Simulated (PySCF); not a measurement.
Computed Raman spectrum (relative Raman activity) of a molecule CH5F3Si2. Geometry: TPSSh-D3(BJ)/def2-SVP. The values are those of a single conformer. Computed with TPSSh-D3(BJ)/def2-SVP (PySCF 2.14.0). Frequencies are harmonic and unscaled.

Lines under 2 % of the strongest are left out, and lines within 2 cm⁻¹ are merged.

ν (cm⁻¹): 331 (vw), 393 (vw), 537 (w), 601 (w), 621 (w), 660 (w), 742 (w), 853 (w), 941 (w), 959 (w), 995 (vw), 1010 (vw), 1102 (vw), 2269 (s), 2279 (m), 2294 (vs), 2297 (s), 2306 (m) (against the strongest line: vs over 80 %, s over 45 %, m over 15 %, w over 4 %, vw less)

Which molecule gave these data?
(A) FC(F)(F)[SiH2][SiH3]
(B) F[SiH2][SiH2]C(F)F
(C) FC(F)[Si@@H](F)[SiH3]
(D) F[SiH2]C(F)(F)[SiH3]

D, F[SiH2]C(F)(F)[SiH3]
